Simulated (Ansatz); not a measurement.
Total energies of GeMe2(NEt2)2 (C₁₀H₂₆GeN₂) from Ansatz at PBE-D4/def2-TZVP, gas phase (1 Eh = 27.2114 eV = 2625.5 kJ/mol). The reference geometry is relaxed at PBE-D4/def2-SVP.

```csv
atom,x (Å),y (Å),z (Å)
Ge1,0.307,1.026,0.273
C2,0.379,2.531,-0.993
H3,-0.234,3.387,-0.647
H4,0.023,2.222,-1.995
H5,1.430,2.870,-1.086
C6,0.857,1.575,2.081
H7,0.857,0.709,2.772
H8,0.137,2.326,2.461
H9,1.868,2.029,2.084
N10,1.399,-0.394,-0.216
C11,1.101,-1.140,-1.428
C12,1.901,-0.701,-2.663
C13,2.606,-0.765,0.505
C14,2.447,-2.003,1.399
H15,0.012,-1.040,-1.636
H16,1.266,-2.231,-1.254
H17,1.678,0.353,-2.927
H18,2.994,-0.775,-2.486
H19,1.663,-1.334,-3.543
H20,3.446,-0.938,-0.211
H21,2.940,0.090,1.131
H22,1.698,-1.820,2.197
H23,2.102,-2.882,0.814
H24,3.407,-2.281,1.883
N25,-1.424,0.357,0.225
C26,-1.735,-0.862,0.955
C27,-2.401,-0.635,2.319
C28,-2.517,0.995,-0.490
C29,-2.833,0.364,-1.853
H30,-0.790,-1.434,1.092
H31,-2.387,-1.524,0.334
H32,-1.733,-0.065,2.997
H33,-3.344,-0.058,2.218
H34,-2.652,-1.598,2.811
H35,-3.440,0.987,0.138
H36,-2.285,2.072,-0.636
H37,-1.971,0.463,-2.544
H38,-3.057,-0.719,-1.753
H39,-3.714,0.845,-2.329
```

```tsv
state	geometry	energy (Eh)
charge 0 singlet	reference	-2582.45012
charge 1 doublet	reference	-2582.20171
charge 1 doublet	relaxed at PBE-D4/def2-SVP	-2582.21265
charge -1 doublet	reference	-2582.40017
free Ge atom (triplet)	–	-2076.60177
free C atom (triplet)	–	-37.79597
free H atom (doublet)	–	-0.49962
free N atom (quartet)	–	-54.53214
```

Single mean-field runs in def2-TZVP are fitted with def2-universal-jkfit.

**Question.** Work out the vertical ionisation energy to the doublet.

**Answer.** E(charge 1 doublet) − E(charge 0 singlet) = -2582.20171 − (-2582.45012) = 0.24841 Eh = 6.76 eV. For comparison, −ε of the highest occupied level is 4.45 eV at this level, 2.31 eV less.

**Question.** Work out the vertical electron affinity, to the doublet.

**Answer.** E(charge 0 singlet) − E(charge -1 doublet) = -2582.45012 − (-2582.40017) = -0.04995 Eh = -1.36 eV; negative, so the extra electron isn't bound. The basis lacks diffuse functions, which makes affinities too small.

**Question.** Give the fundamental gap IE − EA, the Mulliken electronegativity (IE + EA)/2 and the hardness (IE − EA)/2.

**Answer.** From the values in Eh: IE − EA = 0.24841 − (-0.04995) = 0.29836 Eh = 8.12 eV; (IE + EA)/2 = 2.70 eV; (IE − EA)/2 = 4.06 eV. The HOMO–LUMO gap of the same run is 4.36 eV, 3.76 eV smaller than the fundamental gap.

**Question.** How much does the charge 1 doublet relax, and what is the adiabatic ionisation energy?

**Answer.** Relaxation: -2582.20171 − (-2582.21265) = 0.01094 Eh = 0.30 eV. Adiabatic ionisation energy: 0.23747 Eh = 6.46 eV, without zero-point energy. 

**Question.** What is the binding energy per atom against free atoms?

**Answer.** Atoms: 1 × (-2076.60177) + 10 × (-37.79597) + 26 × (-0.49962) + 2 × (-54.53214) = -2576.61587 Eh. Binding: -2576.61587 − (-2582.45012) = 5.83425 Eh = 158.76 eV, or 4.07 eV for each of 39 atoms (no zero-point energy, no counterpoise term).

At PBE-D4/def2-TZVP the highest occupied level of the charge -1 doublet lies above zero (up to 2.90 eV). By energy differences it is unbound by 1.36 eV (vertical, against the charge 0 singlet, at PBE-D4/def2-TZVP) and held by the finite basis.
